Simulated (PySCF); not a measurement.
# Vertical excitation energies

Compound: CH10SSi4.
SMILES: `[SiH3][Si]1([SiH3])[SiH2]CS1`

Method: TDDFT CAM-B3LYP/def2-SVPD, vertical, gas phase, core orbitals frozen in the response (PySCF). Geometry: GFN2-xTB; no solvent, vibrations or thermal averaging.

Problem. Predict the UV-vis stick spectrum at this level.

Solution. 

```json
{"state": "S1", "λ (nm)": "277.1", "E (eV)": "4.48", "f": "0.0013", "main configurations (H = HOMO, L = LUMO)": "H→L (74%), H→L+1 (20%)"}
{"state": "S2", "λ (nm)": "266.8", "E (eV)": "4.65", "f": "0.0001", "main configurations (H = HOMO, L = LUMO)": "H→L+1 (70%), H→L (22%)"}
{"state": "S3", "λ (nm)": "227.4", "E (eV)": "5.45", "f": "0.017", "main configurations (H = HOMO, L = LUMO)": "H→L+3 (92%)"}
{"state": "S4", "λ (nm)": "225.6", "E (eV)": "5.49", "f": "0.027", "main configurations (H = HOMO, L = LUMO)": "H→L+2 (86%)"}
{"state": "S5", "λ (nm)": "218.7", "E (eV)": "5.67", "f": "0.020", "main configurations (H = HOMO, L = LUMO)": "H-2→L (71%), H-1→L+1 (19%)"}
{"state": "S6", "λ (nm)": "213.2", "E (eV)": "5.82", "f": "0.029", "main configurations (H = HOMO, L = LUMO)": "H-1→L+1 (73%), H-2→L (17%)"}
{"state": "S7", "λ (nm)": "207.3", "E (eV)": "5.98", "f": "0.062", "main configurations (H = HOMO, L = LUMO)": "H-1→L (75%), H-2→L+1 (11%)"}
{"state": "S8", "λ (nm)": "200.2", "E (eV)": "6.19", "f": "0.0086", "main configurations (H = HOMO, L = LUMO)": "H→L+4 (63%), H→L+5 (22%)"}
```

Triplets (Tamm–Dancoff): T1 4.15 eV, H→L (81%), H→L+1 (9%); T2 4.35 eV, H→L+1 (76%), H→L (10%); T3 5.07 eV, H-2→L (41%), H→L+3 (30%), H-1→L (18%).

The lowest singlet comes at 277 nm (432 kJ/mol) in the ultraviolet; it is very weak; its leading configuration is HOMO→LUMO (74%). The most intense listed level is S7 at 5.98 eV (207 nm, f = 0.062), 1.51 eV above S1. Löwdin shares by element: HOMO sulfur 61%, silicon 15% or more, carbon 9%; LUMO silicon 54% or more, sulfur 13% (atoms not listed hold the other 33%). Orbital energies (eV): HOMO-3 -9.98, HOMO-2 -9.09, HOMO-1 -9.00, HOMO -7.76, LUMO -0.08, LUMO+1 0.05, LUMO+2 0.53. The oscillator strengths of these states sum to 0.164; summed over the whole spectrum of an exact calculation they would give the number of electrons, 88 (Thomas–Reiche–Kuhn). The listed states span 1.72 eV, and the widest gap between neighbours is 0.81 eV (S2 to S3). Only the lowest 8 singlets were computed, as vertical energies without vibronic structure.

On one thread, Arm Neoverse V1 (aarch64), shared host, this took 63 s of wall time (grids of density and orbitals included) and 0.97 GiB of memory at its peak.
